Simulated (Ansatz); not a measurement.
A CCSD(T) single point on C₃H₈AlCl, SMILES `[CH3][Al]([CH3])[CH2]Cl`.

```yaml
crystal:
  periodic: [false, false, false]
  atoms:
    - {symbol: C, position_ang: [-1.702690, -0.746433, 0.645807]}
    - {symbol: Al, position_ang: [-0.007345, -0.063606, -0.039226]}
    - {symbol: C, position_ang: [1.717590, -0.945773, 0.197566]}
    - {symbol: C, position_ang: [-0.054797, 1.573868, -1.131207]}
    - {symbol: Cl, position_ang: [0.207780, 2.359892, 0.526913]}
    - {symbol: H, position_ang: [-2.483332, 0.018741, 0.648112]}
    - {symbol: H, position_ang: [-1.605702, -1.129891, 1.665515]}
    - {symbol: H, position_ang: [-2.063461, -1.577390, 0.029365]}
    - {symbol: H, position_ang: [1.813076, -1.799372, -0.482761]}
    - {symbol: H, position_ang: [2.554642, -0.273067, -0.006590]}
    - {symbol: H, position_ang: [1.840505, -1.336169, 1.211787]}
    - {symbol: H, position_ang: [0.788216, 1.890644, -1.741058]}
    - {symbol: H, position_ang: [-0.984081, 1.993857, -1.509325]}
basis:
  gaussian: {orbitals: def2-TZVPP}
correlation: {method: ccsd_t}
```

```sh
$ ansatz run in.yaml --threads 4 --pin off --events-out ev --progress --plain --max-ram 10444MiB
```

Output of Ansatz, abridged:

```
Functional definition: HF
1665 factors; integrals over basis functions are off by at most 9.6e-4 eV
mean field evaluation 1: about -22302.8040 eV, gradient 3.8e1 eV
mean field evaluation 2: about -22302.9970 eV, gradient 3.8e1 eV
mean field evaluation 4: about -22306.7354 eV, gradient 3.2e0 eV
mean field evaluation 8: about -22306.7836 eV, gradient 2.0e-1 eV
mean field -22306.78381066 eV, -819.7591849607 hartree, gradient 2.2e-6 eV, S^2 0.000000; 0 other end points of the search recorded, 0 dependent functions left out
13 core orbitals not correlated: weight in the atoms' cores, before any rotation towards them, 1.000 or more for the frozen orbitals, at most 0.000 for the correlated occupied ones
reference -22306.78381066 eV, -819.7591849607 hartree; 15, 15 occupied and 261, 261 virtual orbitals, 1665 factors
second order -21.87170305 eV of doubles, -0.00000000 eV of singles
cycle   1  -22.91361832 eV  change    -1.0e0 eV  update   9.1e-2
cycle   2  -23.44116568 eV  change   -5.3e-1 eV  update   2.6e-2
cycle   3  -23.52384287 eV  change   -8.3e-2 eV  update   1.1e-2
cycle   4  -23.51940042 eV  change    4.4e-3 eV  update   2.8e-3
cycle   5  -23.51880872 eV  change    5.9e-4 eV  update   1.1e-3
cycle   6  -23.51874899 eV  change    6.0e-5 eV  update   3.2e-4
cycle   7  -23.51870527 eV  change    4.4e-5 eV  update   1.2e-4
cycle   8  -23.51872641 eV  change   -2.1e-5 eV  update   4.6e-5
cycle   9  -23.51873229 eV  change   -5.9e-6 eV  update   1.8e-5
perturbative correction -0.96139061 eV, -0.0353304531 hartree
Total energy: -22331.26393356 eV, -820.6588128840 hartree
```

Hardware: 4 threads of an Arm Neoverse V2 on a shared host. Wall time 3 min, peak host memory 8.6 GiB.

Correlation energy per correlated electron: -0.816 eV. T1 diagnostic: 0.0099.
